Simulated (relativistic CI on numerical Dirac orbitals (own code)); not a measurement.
## Sensitivity of the levels of Pm12+ to α and to the nuclear radius

These numbers are calculated, not measured: Dirac-Coulomb-Breit CI, KLI orbitals optimised for each configuration, derivatives by finite differences, unscaled Slater integrals, QED left out (own radial code, finite nucleus).

CI space (outside the closed core [Kr] 4d10): 4f5s², 4f³, 4f²5s, 5s²5p, 4f5s5p, 4f²5p, 5s5p², 4f5p², 5p³. Double excitations out of closed p, d and f shells are left out; levels of such configurations are missing from the list, as are those of other unlisted configurations, and high levels can miss mixing partners.

With x = (α/α₀)² − 1 an excitation energy changes as ω = ω₀ + qx; K = 2q/ω₀ is the relative enhancement. Terms are leading LS components, so labels can repeat. The field-shift factor is F = δν/δ⟨r²⟩ for the transition from the lowest level.

Lowest level 4f5s² ²F°5/2.

```tsv
Level	ω₀ (cm⁻¹)	q (cm⁻¹)	K	F (GHz/fm²)
4f5s² ²F°7/2	4893.3	4378	1.79	0.2
4f²5s ⁴H7/2	71957.4	107500	2.99	-102
4f²5s ⁴H9/2	73824.2	109000	2.95	-102
4f²5s ⁴H11/2	76389.0	111500	2.92	-102
4f²5s ⁴H13/2	79339.2	114200	2.88	-101
4f²5s ⁴F3/2	81404.5	108400	2.66	-102
4f²5s ⁴F5/2	82570.0	109500	2.65	-102
4f²5s ⁴F7/2	84059.4	110900	2.64	-102
4f²5s ⁴F9/2	84738.0	110500	2.61	-102
4f²5s ²H9/2	86774.4	112000	2.58	-103
4f²5s ²G7/2	90033.7	111900	2.49	-102
4f²5s ²H11/2	91664.4	115900	2.53	-104
4f²5s ²G9/2	91940.8	114600	2.49	-102
4f²5s ²F5/2	95520.5	111600	2.34	-104
4f²5s ²F7/2	99498.7	115800	2.33	-104
4f²5s ²D5/2	108569.2	110600	2.04	-102
4f²5s ²D3/2	109063.3	111200	2.04	-102
4f²5s ⁴P1/2	112711.9	109300	1.94	-101
4f²5s ⁴P3/2	113865.9	110900	1.95	-101
4f²5s ²I13/2	115305.5	111500	1.93	-102
4f²5s ²I11/2	115402.3	111700	1.94	-102
5s²5p ²P°1/2	115859.3	-99170	-1.71	15.2
4f²5s ⁴P5/2	115865.7	113400	1.96	-101
```

At this charge transitions that keep the count of f electrons are usually good to a few per cent. Terms inside the open d or f shell come out 10 to 20 % too wide with unscaled integrals. Levels and lines within the n = 5 or 6 shells can be off by up to 10 % or somewhat more, and those that change n by about 2 %, since core polarisation is missing. Levels that differ in their count of f electrons can be misplaced by several ten thousand cm⁻¹, since the correlation energy of f electrons is missing or only estimated; rates across such gaps can be off by orders of magnitude.
